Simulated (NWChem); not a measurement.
BAsH₄; SMILES [AsH2]B

```xyz
6

B      0.0069     1.6612     0.0000
As     0.0057    -0.3215     0.0000
H      0.9620    -0.5987    -1.1407
H      0.9620    -0.5987     1.1407
H     -0.0769     2.2547     1.0472
H     -0.0769     2.2547    -1.0472
```
Atoms are numbered in this order, from 1.

Level: PBE0/def2-SVP (NWChem), optimised geometry, unscaled harmonic frequencies. 

**Question.** List the harmonic frequencies with IR intensities, and the thermochemistry.

**Answer.** 
```csv
frequency (cm⁻¹),IR intensity (km/mol)
397,0.1
408,26.6
506,6.0
643,4.1
816,4.0
904,2.2
1010,50.9
1152,42.2
2262,49.5
2281,60.0
2591,89.1
2703,79.0
```

The zero-point energy comes out as 22.4 kcal/mol. The thermal correction to the enthalpy at 298.15 K (with zero-point energy) is 25.5 kcal/mol and the heat capacity Cv comes out as 12.8 cal/(mol K). The entropy at 298.15 K and 1 atm (symmetry number 1) is 64.1 cal/(mol K) and the dipole moment comes out as 0.57 D.

Rigid rotor and harmonic oscillator.
